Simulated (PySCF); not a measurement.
Computed shifts of a molecule C3H4BF3, PBE0/pcSseg-1 (PySCF), GIAO, gas phase, equivalent atoms averaged, in ppm (number of nuclei): ¹³C: 198.2 (1), 99.0 (1), 23.6 (1). ¹⁹F: -28.2 (1), -79.1 (1), -94.5 (1). ¹H: 5.42 (1), 2.82 (3). References: ¹³C against TMS (σ = 186.3 ppm); ¹⁹F against CFCl3 (σ = 167.2 ppm); ¹¹B against BF3 (σ = 88.8 ppm); ¹H against TMS (σ = 31.56 ppm), references at their B3LYP-D3(BJ)/def2-TZVP geometries, non-relativistic. The structure is a stationary point at PBE-D3(BJ)/def2-SVP. One conformer was computed; it need not be the lowest.

Q: Identify the compound among the candidates.
A. FB(F)C1(F)CC1
B. C/C(F)=C\B(F)F
C. C=C[C@@H](F)B(F)F
D. C=C(F)CB(F)F

A: B, C/C(F)=C\B(F)F
